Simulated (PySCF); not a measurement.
Input for PySCF: R-B3LYP/3-21G on F2GeH3N (SMILES [NH2][GeH]([F])[F]), a point of a torsion scan.

```python
from pyscf import gto, scf, dft, mp
from pyscf.data.elements import chemcore

mol = gto.M(
    atom='''
    N     1.13200268   -0.10100277   -0.19986543
    Ge   -0.63793894    0.01216872   -0.01348401
    F    -1.11722257    0.62591180    1.54591901
    F    -1.18201877   -1.61542424    0.06325853
    H     1.69126070    0.73417078   -0.11787475
    H     1.58463346   -0.87091255    0.27478920
    H    -1.43407011    0.74560275   -1.02455032
    ''',
    basis='3-21g',
    charge=0, spin=0, verbose=3, max_memory=1800)
mf = dft.RKS(mol, xc='b3lyp')
mf.conv_tol = 1e-8
mf.max_cycle = 100
mf.kernel()
if not mf.converged:
    mf = mf.newton().run(mf.mo_coeff, mf.mo_occ)
```

It printed:

```
converged SCF energy = -2321.9482880068
```

The calculation finished and met its thresholds.

Cost: roughly 6 core-seconds.
